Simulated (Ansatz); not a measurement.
Q: Name a neutral molecule of C, Cl, Ge and H with LUMO energy (PBE0/def2-TZVPP) between -2.75 and -2.45 eV and ideal-gas entropy at 298 K and 1 bar (rigid rotor, harmonic PBE0-D4/def2-TZVP) between 373 and 389 J/(mol·K) (Ansatz, PBE0-D4/def2-TZVP geometry).

A: `C[CH](C)[Ge][Cl]` (-2.63 eV, 377 J/(mol·K)). Other molecules can fit too; these were computed, each in one conformer that needn't be the lowest.
